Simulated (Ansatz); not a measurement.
The cluster Cd3S4, 7 atoms. Hardware: 4 threads of Arm Neoverse V2 on a shared host.

In the def2 sets Cd takes a core potential; there is no spin–orbit coupling. Correlated methods freeze 20 core orbitals; core or outer-core shells of Cd are correlated, in sets that lack core-valence functions.

Question: How many basis functions does each of these Ansatz runs have, and roughly what does it cost? CCSD(T)/def2-SVP, charge 0 singlet, energy, from earlier orbitals; PBE-D4/def2-SVP, charge 0 singlet, relaxation, 7 steps; BLYP-D4/def2-TZVP, charge 1 doublet at the geometry of the charge 0 singlet, energy, from earlier orbitals; MP2/def2-TZVP, charge 0 singlet, energy, from earlier orbitals; PBE0-D4/def2-TZVP, charge 0 singlet, energy and forces, from earlier orbitals; r2SCAN-D4/def2-TZVP, charge 0 triplet at the geometry of the charge 0 singlet, energy, from earlier orbitals; PBE-D4/def2-TZVPD, charge 0 singlet, energy, from earlier orbitals; ωB97M-V/def2-TZVP, charge 0 singlet, energy, from earlier orbitals; PBE0-D4/def2-TZVP, charge 1 doublet at the geometry of the charge 0 singlet, energy; PBE0-D4/def2-TZVPD, charge 0 singlet, energy, from earlier orbitals; HF/STO-3G, charge 0 singlet, energy; PBE-D4/def2-SVP, charge 0 singlet, energy, from earlier orbitals.

Answer: Other jobs shared the machine, so times can vary by a factor of up to 3. A dash marks memory too small to be measured apart from the calling script's.

```csv
run,functions,fitting or Cholesky vectors,wall time,peak host memory (GiB)
"HF/STO-3G, charge 0 singlet, energy",117,1486,2.2 s,0.57
"PBE-D4/def2-SVP, charge 0 singlet, energy, from earlier orbitals",165,1744,2.4 s,–
"PBE-D4/def2-TZVPD, charge 0 singlet, energy, from earlier orbitals",304,2279,6 s,0.71
"MP2/def2-TZVP, charge 0 singlet, energy, from earlier orbitals",268,1995,8.5 s,0.93
"BLYP-D4/def2-TZVP, charge 1 doublet at the geometry of the charge 0 singlet, energy, from earlier orbitals",268,2151,11 s,0.63
"PBE0-D4/def2-TZVPD, charge 0 singlet, energy, from earlier orbitals",304,2520,13 s,1.6
"PBE-D4/def2-SVP, charge 0 singlet, relaxation, 7 steps",165,1744,14 s,–
"PBE0-D4/def2-TZVP, charge 0 singlet, energy and forces, from earlier orbitals",268,2344,14 s,1.5
"ωB97M-V/def2-TZVP, charge 0 singlet, energy, from earlier orbitals",268,2163,24 s,1.5
"PBE0-D4/def2-TZVP, charge 1 doublet at the geometry of the charge 0 singlet, energy",268,1995,27 s,1.5
"r2SCAN-D4/def2-TZVP, charge 0 triplet at the geometry of the charge 0 singlet, energy, from earlier orbitals",268,2151,31 s,0.76
"CCSD(T)/def2-SVP, charge 0 singlet, energy, from earlier orbitals",165,1618,2.6 min,2.4
```
